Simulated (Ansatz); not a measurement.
Input for Ansatz (an electronic-structure program): R-revPBE/def2-TZVPP on C2H6BCl (SMILES CCBCl).

Ansatz 0.2 input:
```yaml
crystal:
  periodic: [false, false, false]
  atoms:
    - {symbol: C, position_ang: [-0.78305971, 0.91876505, -0.21040268]}
    - {symbol: C, position_ang: [-0.31139281, -0.48309600, 0.17397902]}
    - {symbol: B, position_ang: [1.20720587, -0.80497750, 0.13919291]}
    - {symbol: Cl, position_ang: [2.41153906, 0.38916570, -0.33097398]}
    - {symbol: H, position_ang: [-0.34445972, 1.67494643, 0.44233375]}
    - {symbol: H, position_ang: [-1.86856210, 1.00625765, -0.14279778]}
    - {symbol: H, position_ang: [-0.48959057, 1.16725607, -1.23136153]}
    - {symbol: H, position_ang: [-0.79714529, -1.24397546, -0.45494248]}
    - {symbol: H, position_ang: [-0.65469522, -0.74636255, 1.18549439]}
    - {symbol: H, position_ang: [1.63016049, -1.87797936, 0.42947837]}
basis:
  gaussian:
    orbitals: def2-TZVPP
hamiltonian:
  xc: {name: revPBE}
scf: {lower_state_search: off}
```

Question: What total energy does the run end on?

Answer: -564.8431 hartree.
